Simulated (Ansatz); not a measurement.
Consider the redistribution: `[GeH3][SeH]` + `C/C=N\[SiH3]` → `C/C=[N]\[GeH3]` + `[SiH3][SeH]`.

Isolated molecules relaxed with PBE0-D4/def2-TZVP in Ansatz; ΔE leaves out vibrations. CBS: MP2 limit from def2 TZ/QZ plus the TZ coupled-cluster correction, frozen cores. Double bonds are as drawn, so ΔE can hold a change between cis and trans. DFT in def2-TZVPP. B3LYP here is the variant with VWN-RPA as its local correlation; programs differ in this. For Ge, Se outer-core shells are correlated without core-valence functions, which leaves a few kJ/mol of doubt a bond. Scalar relativity is left out up to krypton.

```json
{"level": "PBE-D4", "ΔE (kcal/mol)": "8.4", "difference from CCSD(T)/CBS": "0.7"}
{"level": "PBE0-D4", "ΔE (kcal/mol)": "8.9", "difference from CCSD(T)/CBS": "1.2"}
{"level": "B3LYP-D4", "ΔE (kcal/mol)": "9.8", "difference from CCSD(T)/CBS": "2.1"}
{"level": "ωB97X-V", "ΔE (kcal/mol)": "8.6", "difference from CCSD(T)/CBS": "0.9"}
{"level": "ωB97M-V", "ΔE (kcal/mol)": "9.1", "difference from CCSD(T)/CBS": "1.4"}
{"level": "r2SCAN", "ΔE (kcal/mol)": "9.0", "difference from CCSD(T)/CBS": "1.3"}
{"level": "PBE0", "ΔE (kcal/mol)": "9.0", "difference from CCSD(T)/CBS": "1.3"}
{"level": "B3LYP", "ΔE (kcal/mol)": "10.1", "difference from CCSD(T)/CBS": "2.4"}
{"level": "HF/def2-TZVPP", "ΔE (kcal/mol)": "10.8", "difference from CCSD(T)/CBS": "3.1"}
{"level": "SCS-MP2/def2-TZVPP", "ΔE (kcal/mol)": "8.2", "difference from CCSD(T)/CBS": "0.5"}
{"level": "CCSD/def2-TZVPP", "ΔE (kcal/mol)": "8.4", "difference from CCSD(T)/CBS": "0.7"}
{"level": "CCSD(T)/def2-TZVPP", "ΔE (kcal/mol)": "8.0", "difference from CCSD(T)/CBS": "0.3"}
{"level": "HF/def2-QZVPP", "ΔE (kcal/mol)": "11.0", "difference from CCSD(T)/CBS": "3.3"}
{"level": "MP2/def2-QZVPP", "ΔE (kcal/mol)": "7.9", "difference from CCSD(T)/CBS": "0.2"}
{"level": "SCS-MP2/def2-QZVPP", "ΔE (kcal/mol)": "8.1", "difference from CCSD(T)/CBS": "0.4"}
{"level": "MP2/CBS(def2)", "ΔE (kcal/mol)": "7.8", "difference from CCSD(T)/CBS": "0.1"}
{"level": "CCSD(T)/CBS", "ΔE (kcal/mol)": "7.7", "difference from CCSD(T)/CBS": "0"}
```

Largest T1 diagnostic among the species: 0.013.

In def2-TZVPP, CCSD(T) changes the Hartree–Fock value by −2.8 kcal/mol (the triples alone add −0.4 kcal/mol) and MP2 by −2.8 kcal/mol.
